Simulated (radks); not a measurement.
Results of a calculation; reference values are marked as such.
Polarisability of the copper ion Cu3+, [Ar] 3d8, at imaginary frequency. Code: a radial shooting solver on a logarithmic mesh with Libxc functionals. Model: scalar-relativistic Kohn-Sham, LDA (Slater exchange, Perdew-Wang correlation), spin-unpolarised, spherical densities, finite nucleus; Fermi nuclear charge, rms radius 3.8823 fm. Response by self-consistent Sternheimer equations with the Hartree and adiabatic LDA kernel, the relativistic mass of each level held fixed and spin-orbit coupling left out.

| w (hartree) | alpha1(iw) (bohr^3) |
|---|---|
| 0.00266 | 1.694 |
| 0.0143 | 1.694 |
| 0.0360 | 1.693 |
| 0.0697 | 1.689 |
| 0.118 | 1.680 |
| 0.186 | 1.661 |
| 0.280 | 1.622 |
| 0.413 | 1.549 |
| 0.605 | 1.428 |
| 0.892 | 1.248 |
| 1.35 | 1.013 |
| 2.12 | 0.7371 |
| 3.59 | 0.4468 |
| 6.94 | 0.1962 |
| 17.5 | 0.04675 |

Static values: alpha1 = 1.694 bohr^3 (0.2511 angstrom^3; uncoupled 2.086). C6 = 3.961, triple-dipole C9 = 4.524 atomic units. One-pole (London) frequency 4 C6 / (3 alpha1^2) = 1.840 hartree, against 1.810 for minus the highest occupied eigenvalue.
